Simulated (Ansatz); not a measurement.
Consider the ligand exchange at a B–N bond: `O=C=NB(F)Cl` + CH₃SH → `CSB(F)Cl` + `N=C=O`.

Program: Ansatz. Geometries: PBE0-D4/def2-TZVP. ΔE: electronic, gas phase. CCSD(T)/CBS adds triple-zeta CCSD(T) − MP2 to the extrapolated MP2 energy (def2 sets, frozen cores). This one scheme is used for every species. DFT in def2-TZVPP. Each species was taken in one conformer, which may not be the lowest.

`O=C=NB(F)Cl`:

```xyz
6

O    -2.119    0.461   -1.447
C    -1.075    0.252   -0.997
N     0.047    0.035   -0.616
B     0.841   -0.180    0.529
F     2.130   -0.389    0.382
Cl    0.175   -0.178    2.149
```

CH₃SH:

```xyz
6

C     0.379    0.192    0.246
S    -1.103   -0.821    0.050
H     1.184   -0.147   -0.404
H     0.695    0.070    1.282
H     0.169    1.247    0.070
H    -1.324   -0.541   -1.244
```

`CSB(F)Cl`:

```xyz
8

C     0.681   -1.093   -0.115
S     0.897    0.635    0.386
B    -0.747    1.282    0.148
F    -1.739    0.528   -0.293
Cl   -1.067    2.967    0.505
H     1.651   -1.574    0.003
H    -0.048   -1.590    0.521
H     0.372   -1.156   -1.156
```

`N=C=O`:

```xyz
4

N     0.723   -0.218   -0.127
C    -0.430    0.138   -0.195
O    -1.520    0.478   -0.401
H     1.226   -0.398    0.723
```

CCSD(T)/CBS gives +25.3 kJ/mol.

(1) Another level gave +25.7 kJ/mol. Which?
A. HF/def2-TZVPP
B. CCSD/def2-TZVPP
C. revPBE/def2-TZVPP
D. PBE0/def2-TZVPP

(2) What do rigid-rotor, harmonic-oscillator terms from PBE0-D4/def2-TZVP frequencies (298.15 K, 1 bar) make of the CCSD(T)/CBS value? (An estimate is asked.)

Largest T1 diagnostic among the species: 0.018.

Results:

(1) D. PBE0 25.7, revPBE 21.5, CCSD/def2-TZVPP 32.1, HF/def2-TZVPP 49.0 kJ/mol.

(2) Ansatz gave: ΔZPE = +1.2 kJ/mol, ΔH = +27.3 kJ/mol, ΔS = -5 J/(mol·K), ΔG = +28.8 kJ/mol.

The D4 term adds −3.2 kJ/mol with B3LYP and −1.6 kJ/mol with PBE0; it sums over pairs of atoms, weighted by their polarisabilities, and B3LYP, whose exchange is more repulsive, gets the larger term. Leaving LDA and LC-ωPBE aside and taking each functional with its dispersion term where it has one, the values, not all of them listed here, spread over 17.0 kJ/mol, from revPBE-D4 to BHLYP-D4. From r2SCAN to r2SCAN0 (25 % exact exchange), in def2-TZVPP and without D4, ΔE moves by +4.3 kJ/mol.

B3LYP here is the variant with VWN-RPA as its local correlation; programs differ in this.
